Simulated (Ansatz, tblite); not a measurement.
Cost and result up the ladder for [TaO2F2]- (TaO₂F₂⁻) (5 atoms). The state is a singlet with charge -1. Geometry: PBE-D4/def2-SVPD.

```xyz
5

Ta   -0.0116   -0.0088    0.0150
O    -0.0526   -1.7459    0.4345
O    -1.1409    0.8452    1.1063
F    -0.6020    0.2254   -1.8449
F     1.8070    0.6840    0.2891
```

Ansatz on 4 threads of AMD EPYC 9B45 on a shared host; xTB runs through tblite on one thread. Times are rough, summed over both states, and most runs start from the orbitals of an earlier one. PBE0-D4/def2-TZVPD serves as the yardstick here, not as an exact answer. The other state is a triplet.

In the def2 sets Ta takes a core potential; there is no spin–orbit coupling. The xTB rows come from tblite.

xTB has no spin-polarisation term.

```
                           level  functions  vertical triplet (eV)  difference from PBE0-D4/def2-TZVPD (eV)                    remarks
                        GFN1-xTB         25                   4.77                                    -0.23                          –
                        GFN2-xTB         25                   4.47                                    -0.53                          –
PBE0-D4/def2-TZVPD (with forces)        203                   5.00                                     0.00  HOMO above zero (triplet)
               PBE-D4/def2-TZVPD        203                   4.79                                    -0.21  HOMO above zero (triplet)
```

Q: Estimate how long each takes.

A: GFN2-xTB 0.004 s; GFN1-xTB 0.005 s; PBE-D4/def2-TZVPD 2.5 s; PBE0-D4/def2-TZVPD (with forces) 4.8 s. On shared hardware such times vary by a factor of up to 3.
